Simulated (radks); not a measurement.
Results of a calculation; reference values are marked as such.
Initial-state core-level shifts of neutral dysprosium when its valence configuration changes from [Xe] 4f10 6s2. Level of theory: Dirac Kohn-Sham, LDA (Slater exchange, Perdew-Wang correlation), spin-unpolarised, spherical densities, finite nucleus; open shells fill j = l - 1/2 first; Fermi nuclear charge, rms radius 5.2218 fm (a radial shooting solver on a logarithmic mesh with Libxc functionals). Shifts are changes of the shell-averaged eigenvalues in eV (positive: less bound); the change of the density at the nucleus, which sets a Mossbauer isomer shift, is in e/bohr^3, on a base of 7.373e+05.

valence,2s,3s,4p,5p,density at nucleus
4f9 5d1 6s2,-6.760,-7.557,-7.114,-3.047,+38.74
4f9.5 6s2 6p0.5,-4.692,-5.026,-4.864,-2.979,+25.53
4f10 6s1 6p1,-1.250,-1.233,-1.246,-1.282,-25.40
4f9 5d1 6s1 6p1,-7.937,-8.731,-8.292,-4.216,+9.26
4f9 6s2 6p1,-9.938,-10.677,-10.261,-6.064,+55.04
4f10 5d1 6p1,-0.186,-0.210,-0.189,-0.170,-56.95
4f8 5d1 6s2 6p1,-17.936,-19.737,-18.519,-9.062,+101.41
4f9.5 5d0.5 6s2,-3.244,-3.606,-3.426,-1.555,+18.50
4f8.5 5d1 6s1.5 6p1,-12.703,-13.974,-13.194,-6.572,+52.10
